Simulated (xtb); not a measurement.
C3H5FOSi, SMILES F[Si@H]1C=CCO1. All values are semi-empirical tight-binding results from xtb (GFN2-xTB unless named), good for trends rather than for accurate numbers. Geometry: GFN2-xTB. The structure was generated by enumeration; whether it is a known compound was not checked. One conformer was computed; it need not be the lowest.

Optimised geometry:

```xyz
11

F      1.7993     0.0466    -1.1126
Si     0.8852    -0.0058     0.2122
C     -0.4161     1.3403     0.3296
C     -1.6026     0.7461     0.2690
C     -1.5678    -0.7451     0.1273
O     -0.2330    -1.1820     0.0544
H      1.7971    -0.2679     1.3020
H     -0.2952     2.4032     0.4357
H     -2.5658     1.2304     0.3070
H     -2.0928    -1.0671    -0.7795
H     -2.0467    -1.2289     0.9873
```

Computed properties:
The orbital gap comes out as 4.66 eV and the dipole moment is 2.78 D. The zero-point energy is 46.9 kcal/mol. The G − E(el) at 298.15 K (modified RRHO) is 28.0 kcal/mol and the static polarisability (D4 model) comes out as 66.0 bohr³. The solvation energy, GFN2-xTB/ALPB(water) is -0.2 kcal/mol and the solvation energy, GFN2-xTB/ALPB(ch2cl2) comes out as -3.2 kcal/mol.

Computed atomic charges and the Wiberg bond orders between heavy atoms:
charges (e) F1 -0.26, Si2 0.62, C3 -0.14, C4 -0.05, C5 0.07, O6 -0.36, H7 -0.05, H8 0.04, H9 0.04, H10 0.05, H11 0.05. Bond orders F1–Si2 1.07, Si2–C3 0.89, C3–C4 1.94, C4–C5 1.03, Si2–O6 1.11, C5–O6 0.99.
